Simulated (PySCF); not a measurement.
C3H7FSi.
Cartesian coordinates in Å at the GFN2-xTB level; atoms count from 1:
```
atom  x, y, z in Å
F1     0.2720    2.2503   -0.4408
C2     0.3060    1.0782    0.2989
C3    -1.0254    0.3113    0.2590
C4    -0.4961   -1.1076   -0.0369
Si5    1.2418   -0.4299   -0.4686
H6     0.5982    1.3827    1.3078
H7    -1.6094    0.3889    1.1751
H8    -1.6299    0.6881   -0.5647
H9    -1.0546   -1.6260   -0.8122
H10   -0.5167   -1.7386    0.8500
H11    1.5325   -0.2688   -1.8892
H12    2.3828   -0.9294    0.2955
```

Level of theory: TDDFT CAM-B3LYP/def2-SVPD, vertical, gas phase, core orbitals frozen in the response in PySCF 2.14.0, density-fitted response routines.

Computed states:

```json
{"state": "S1", "E (eV)": "6.72", "f": "0.030"}
{"state": "S2", "E (eV)": "7.22", "f": "0.033"}
{"state": "S3", "E (eV)": "7.36", "f": "0.044"}
{"state": "S4", "E (eV)": "7.48", "f": "0.032"}
{"state": "S5", "E (eV)": "7.82", "f": "0.011"}
{"state": "S6", "E (eV)": "7.97", "f": "0.0041"}
{"state": "S7", "E (eV)": "8.16", "f": "0.056"}
{"state": "S8", "E (eV)": "8.29", "f": "0.010"}
```

Each state is given a Gaussian of 0.4 eV full width at half maximum, with ε(max) = 2.175×10⁸ f / Δν̃ (Δν̃ the width in cm⁻¹). The cross-section is σ = 3.8235×10⁻²¹ ε cm², given in Mb (10⁻¹⁸ cm²). The width is an assumption, not a result. The curve ends short of the highest state used, and states not computed would add to its high-energy end.

Question: Give the broadened spectrum and its maxima.

Answer: 
```tsv
E (eV)	σ (Mb)
6.12	0.01
6.16	0.03
6.20	0.06
6.23	0.11
6.27	0.21
6.31	0.39
6.34	0.59
6.38	0.97
6.42	1.52
6.45	2.06
6.49	2.93
6.53	3.95
6.56	4.76
6.60	5.83
6.64	6.75
6.67	7.28
6.71	7.69
6.74	7.76
6.78	7.57
6.82	7.14
6.85	6.77
6.89	6.37
6.93	6.26
6.96	6.48
7.00	7.26
7.04	8.65
7.07	10.08
7.11	12.38
7.15	14.99
7.18	17.00
7.22	19.54
7.25	21.19
7.29	22.89
7.33	23.83
7.36	23.97
7.40	23.41
7.44	22.05
7.47	20.60
7.51	18.28
7.55	15.75
7.58	13.86
7.62	11.55
7.66	9.63
7.69	8.51
```

Maxima: 184 nm (6.74 eV), ε about 2000, made up of S1 (98%); 169 nm (7.35 eV), ε about 6300, made up of S2 (26%), S3 (48%) and S4 (26%) (ε in L mol⁻¹ cm⁻¹; maxima over ε = 5, shares over 10%).

Question: Coming from long wavelengths, where does ε first pass 100 L mol⁻¹ cm⁻¹?

Answer: At about 196 nm (6.31 eV), 0.41 eV below S1.

Question: Does any computed singlet lie in the visible range?

Answer: No computed singlet lies in the visible range (380 to 750 nm); the lowest, at 184 nm, stands 3.46 eV above its violet end (3.26 eV).

Question: On this curve, what absorbance would a 10⁻⁵ mol/L sample give at 193 nm over a 1 cm path?

Answer: 193 nm is 6.424 eV, where ε is about 420 L mol⁻¹ cm⁻¹, so A = ε c l ≈ 0.0042 (Beer–Lambert, with the gas-phase spectrum and the assumed width).

One conformer stands for the species.
